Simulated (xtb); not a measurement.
hexafluoropropene (C₃F₆), singlet, from a rough starting geometry; GFN2-xTB run with xtb.

The xtb input:
```
$ xtb mol.xyz --gfn 2 --opt vtight --json

# file mol.xyz
9

F      2.53025272    -0.24773270     0.77637563
C      1.35313261     0.28456842     0.26586390
F      1.51868914     1.40769165    -0.20260043
C      0.21831977    -0.43109053     0.20910804
F      0.12410888    -1.66222122     0.74739155
C     -1.08544965     0.05642489    -0.27800484
F     -2.06132360     0.04789170     0.68569976
F     -1.01663319     1.29839392    -0.88492533
F     -1.55580313    -0.79262016    -1.28962044
```

Write the output that xtb gives for this input, abridged.


```
   ID    Z sym.   atoms
    1    9 F      1, 3, 5, 7-9
    2    6 C      2, 4, 6

           -------------------------------------------------
          |                Calculation Setup                |
           -------------------------------------------------

           -------------------------------------------------
          |                 G F N 2 - x T B                 |
           -------------------------------------------------

          ...................................................
          :                      SETUP                      :
          :.................................................:
          :  # basis functions                  36          :
          :  # atomic orbitals                  36          :
          :  # shells                           18          :
          :  # electrons                        54          :
          :  max. iterations                   250          :
          :  Hamiltonian                  GFN2-xTB          :
          :  restarted?                      false          :
          :  GBSA solvation                  false          :
          :  PC potential                    false          :
          :  electronic temp.          300.0000000     K    :
          :  accuracy                    1.0000000          :
          :  -> integral cutoff          0.2500000E+02      :
          :  -> integral neglect         0.1000000E-07      :
          :  -> SCF convergence          0.1000000E-05 Eh   :
          :  -> wf. convergence          0.1000000E-03 e    :
          :  Broyden damping             0.4000000          :
          :  net charge                          0          :
          :  unpaired electrons                  0          :
          ...................................................

 iter      E             dE          RMSdq      gap      omega  full diag
   1    -34.8065898 -0.348066E+02  0.552E+00    5.08       0.0  T
   2    -34.8691226 -0.625328E-01  0.299E+00    4.48       1.0  T
   3    -34.8747542 -0.563164E-02  0.188E+00    4.73       1.0  T
   4    -34.8816225 -0.686823E-02  0.762E-01    4.62       1.0  T
   5    -34.8843543 -0.273179E-02  0.937E-02    4.65       1.0  T
   6    -34.8843706 -0.163865E-04  0.406E-02    4.64       1.0  T
   7    -34.8843719 -0.129762E-05  0.147E-02    4.64       2.3  T
   8    -34.8843722 -0.206458E-06  0.220E-03    4.64      15.2  T
   9    -34.8843722 -0.134665E-07  0.112E-03    4.64      29.7  T
[...]
 * total energy  :   -34.7698259 Eh     change       -0.4222688E-05 Eh
 * total energy  :   -34.7698299 Eh     change       -0.4053058E-05 Eh
 * total energy  :   -34.7698332 Eh     change       -0.3286640E-05 Eh
 * total energy  :   -34.7698356 Eh     change       -0.2436541E-05 Eh
 * total energy  :   -34.7698376 Eh     change       -0.1940444E-05 Eh
 * total energy  :   -34.7698393 Eh     change       -0.1705019E-05 Eh
 * total energy  :   -34.7698408 Eh     change       -0.1467987E-05 Eh
 * total energy  :   -34.7698420 Eh     change       -0.1220379E-05 Eh
 * total energy  :   -34.7698429 Eh     change       -0.9118306E-06 Eh
 * total energy  :   -34.7698436 Eh     change       -0.7016128E-06 Eh
 * total energy  :   -34.7698440 Eh     change       -0.4291864E-06 Eh
 * total energy  :   -34.7698441 Eh     change       -0.9830399E-07 Eh
   *** GEOMETRY OPTIMIZATION CONVERGED AFTER 60 ITERATIONS ***
         :: total energy             -34.769844122671 Eh    ::
[...]
     2   6 C        2.556     0.331    21.436     7.568
     3   9 F        0.789    -0.134    10.578     3.842
     4   6 C        2.749     0.095    25.872     8.329
     5   9 F        0.787    -0.143    10.661     3.857
     6   6 C        3.332     0.498    17.190     6.575
     7   9 F        0.791    -0.182    11.047     3.926
     8   9 F        0.791    -0.182    11.047     3.926
     9   9 F        0.792    -0.161    10.844     3.890

 Mol. C6AA /au·bohr⁶  :       1106.360523
 Mol. C8AA /au·bohr⁸  :      23903.705718
 Mol. α(0) /au        :         45.732905

Wiberg/Mayer (AO) data.
largest (>0.10) Wiberg bond orders for each atom

 ---------------------------------------------------------------------------
     #   Z sym  total        # sym  WBO       # sym  WBO       # sym  WBO
 ---------------------------------------------------------------------------
     1   9 F    1.214 --     2 C    1.032
     2   6 C    3.855 --     4 C    1.679     1 F    1.032     3 F    1.023
     3   9 F    1.198 --     2 C    1.023
     4   6 C    3.885 --     2 C    1.679     5 F    1.007     6 C    0.935
     5   9 F    1.159 --     4 C    1.007
     6   6 C    3.871 --     9 F    0.982     8 F    0.957     7 F    0.957
                             4 C    0.935
     7   9 F    1.093 --     6 C    0.957
     8   9 F    1.093 --     6 C    0.957
     9   9 F    1.115 --     6 C    0.982
 ---------------------------------------------------------------------------

Topologies differ in total number of bonds
Writing topology from bond orders to xtbtopo.mol

molecular dipole:
                 x           y           z       tot (Debye)
 q only:        0.342      -0.022       0.110
   full:        0.380      -0.027       0.122       1.016
molecular quadrupole (traceless):
                xx          xy          yy          xz          yz          zz
 q only:       -0.948       0.263      -1.303      -1.138       0.047       2.251
  q+dip:       -0.230       0.760      -3.551      -1.422       0.169       3.781
   full:       -0.962       0.429      -3.118      -1.795       0.063       4.079

optimized geometry written to: xtbopt.xyz

           -------------------------------------------------
          | TOTAL ENERGY              -34.769844122671 Eh   |
          | GRADIENT NORM               0.000105240740 Eh/α |
          | HOMO-LUMO GAP               4.783326752711 eV   |
           -------------------------------------------------

normal termination of xtb
```
